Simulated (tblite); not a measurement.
Species: C6H12P2Si.
Numbering: `[CH2:1]=[CH:2][P:3]([C:4]#[C:5][PH:6][CH3:7])[CH2:8][SiH3:9]` (hydrogens: H10, H11 on C1; H12 on C2; H13 on P6; H14, H15, H16 on C7; H17, H18 on C8; H19, H20, H21 on Si9)

Computed with GFN2-xTB (tblite), gas phase: L-BFGS steps from a force-field or distance-geometry start until the largest atomic force falls under 0.01 eV/Å.

Step 78: E = -696.7440 eV
```
atom  x, y, z in Å  |  force x, y, z in eV/Å
C1      1.5544   -3.0709   -0.1973    0.002  -0.002  -0.005
C2      0.6243   -2.1310   -0.2416   -0.005  -0.012  -0.025
P3      0.9519   -0.4101   -0.7682   -0.014   0.046  -0.028
C4     -0.5034    0.2563   -0.0239   -0.028  -0.029  -0.005
C5     -1.6173    0.5497    0.3556    0.003   0.010   0.023
P6     -3.1171    1.0800    1.1187    0.018   0.006  -0.023
C7     -4.1351    1.3077   -0.4186    0.012  -0.011  -0.004
C8      2.1814    0.1011    0.5358    0.004  -0.002   0.010
Si9     2.9710    1.7791    0.0971   -0.019  -0.008   0.023
H10     1.3263   -4.0929    0.0601    0.007   0.001   0.017
H11     2.5884   -2.8553   -0.4156    0.019  -0.019   0.005
H12    -0.4168   -2.3634   -0.0551   -0.004  -0.035   0.011
H13    -3.5676   -0.2297    1.3726    0.021   0.007   0.018
H14    -5.1818    1.4014   -0.1339   -0.007   0.016  -0.003
H15    -4.0151    0.4706   -1.1037    0.009  -0.014   0.004
H16    -3.8237    2.2239   -0.9165   -0.004   0.036  -0.016
H17     1.6778    0.1149    1.5039    0.027   0.003   0.006
H18     2.9553   -0.6677    0.5710   -0.011  -0.004  -0.010
H19     1.9324    2.7810   -0.1389   -0.008  -0.010   0.003
H20     3.8254    2.1847    1.2169   -0.002   0.002  -0.007
H21     3.7802    1.5879   -1.1096   -0.019   0.021   0.006
```

Step 79: E = -696.7444 eV
```
atom  x, y, z in Å  |  force x, y, z in eV/Å
C1      1.5561   -3.0707   -0.1979    0.018  -0.001   0.004
C2      0.6259   -2.1311   -0.2437   -0.010  -0.005  -0.010
P3      0.9522   -0.4084   -0.7666   -0.026   0.036  -0.032
C4     -0.5040    0.2558   -0.0214   -0.016  -0.030  -0.008
C5     -1.6182    0.5520    0.3550    0.002   0.003   0.025
P6     -3.1181    1.0819    1.1177    0.006  -0.010  -0.018
C7     -4.1368    1.3081   -0.4192    0.018   0.022  -0.012
C8      2.1835    0.0995    0.5369   -0.011  -0.001  -0.010
Si9     2.9700    1.7788    0.0987   -0.015   0.006   0.025
H10     1.3282   -4.0923    0.0619    0.010   0.008   0.009
H11     2.5908   -2.8544   -0.4138    0.009  -0.026   0.001
H12    -0.4145   -2.3649   -0.0549   -0.009  -0.029   0.002
H13    -3.5703   -0.2283    1.3718    0.031   0.022   0.018
H14    -5.1828    1.4059   -0.1335   -0.011   0.010  -0.003
H15    -4.0196    0.4696   -1.1027    0.009  -0.015   0.002
H16    -3.8240    2.2236   -0.9191   -0.007   0.015  -0.010
H17     1.6825    0.1084    1.5057    0.023   0.005   0.020
H18     2.9569   -0.6693    0.5646    0.005  -0.010   0.000
H19     1.9296    2.7797   -0.1383    0.001  -0.019   0.007
H20     3.8262    2.1869    1.2172   -0.012  -0.003  -0.017
H21     3.7774    1.5862   -1.1092   -0.019   0.025   0.008
```

**Question.** Estimate the geometry and energy of step 80. (The exact step hangs on the optimiser's Hessian estimate; all steps are aligned on step 79, rigid shifts and turns removed.)

**Answer.** E = -696.7448 eV, largest force 0.044 eV/Å
```
atom  x, y, z in Å  |  force x, y, z in eV/Å
C1      1.5584   -3.0703   -0.1987    0.026   0.005   0.010
C2      0.6272   -2.1318   -0.2460   -0.011   0.007   0.001
P3      0.9516   -0.4064   -0.7653   -0.027   0.010  -0.030
C4     -0.5055    0.2546   -0.0195    0.001  -0.030  -0.009
C5     -1.6193    0.5541    0.3552    0.006  -0.006   0.018
P6     -3.1190    1.0841    1.1161   -0.012  -0.003   0.001
C7     -4.1381    1.3089   -0.4201    0.010   0.028  -0.009
C8      2.1851    0.0978    0.5382   -0.021   0.000  -0.035
Si9     2.9690    1.7778    0.1004   -0.008   0.016   0.015
H10     1.3315   -4.0916    0.0632    0.010   0.009   0.003
H11     2.5935   -2.8529   -0.4124    0.005  -0.029  -0.004
H12    -0.4124   -2.3676   -0.0550   -0.008  -0.022  -0.007
H13    -3.5723   -0.2254    1.3724    0.034   0.022   0.016
H14    -5.1837    1.4089   -0.1338   -0.014   0.005   0.000
H15    -4.0227    0.4694   -1.1025    0.011  -0.014  -0.003
H16    -3.8260    2.2243   -0.9207    0.001   0.014  -0.017
H17     1.6872    0.1036    1.5077    0.012   0.004   0.039
H18     2.9579   -0.6711    0.5600    0.016  -0.016   0.005
H19     1.9271    2.7774   -0.1379    0.006  -0.023   0.012
H20     3.8272    2.1881    1.2170   -0.017  -0.005  -0.020
H21     3.7745    1.5848   -1.1091   -0.020   0.026   0.013
```

The energy changes by -0.0004 eV. The first-order estimate −F·Δx gives -0.0005 eV and the mean of the old and new forces, exact on a quadratic surface, -0.0004 eV. The step makes an angle of 73° with the force vector and moves no atom by more than 0.007 Å.

What follows is the cost of the whole relaxation. Time: 2.1 s wall. Hardware: Arm Neoverse V1, one thread, no GPU, shared host with 64 logical CPUs at a one-minute load of 14.
